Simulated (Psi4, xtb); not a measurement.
Relaxed torsion scan: SMILES C#CC[SiH2]Br (C₃H₅BrSi). Scanned: dihedral C2–C3–Si4–Br5; all other coordinates were relaxed at GFN2-xTB. Points at φ and −φ are mirror images. Heavy atoms are numbered in the order of the SMILES C#CC[SiH2]Br, hydrogens after them in the order of the atoms that carry them; the mirror image has the same energies with the sign of each dihedral reversed.

Levels: GFN1-xTB // GFN2-xTB (xtb); MP2/cc-pVTZ = DF-MP2 (frozen core)/cc-pVTZ // GFN2-xTB (Psi4 1.11).

Energies relative to the lowest point of each profile, in mEh:

```tsv
φ / °	GFN1-xTB
-160	1.0
-120	2.6
-60	0.0
-40	0.7
-20	2.0
0	2.7
20	2.0
40	0.7
80	0.6
120	2.6
140	2.1
160	1.0
```

Q: Estimate the MP2/cc-pVTZ values at these points.

A: -160: 0.9; -120: 3.9; -60: 0.7; -40: 2.1; -20: 4.3; 0: 5.4; 20: 4.3; 40: 2.1; 80: 1.4; 120: 3.9; 140: 2.8; 160: 0.9 (mEh).
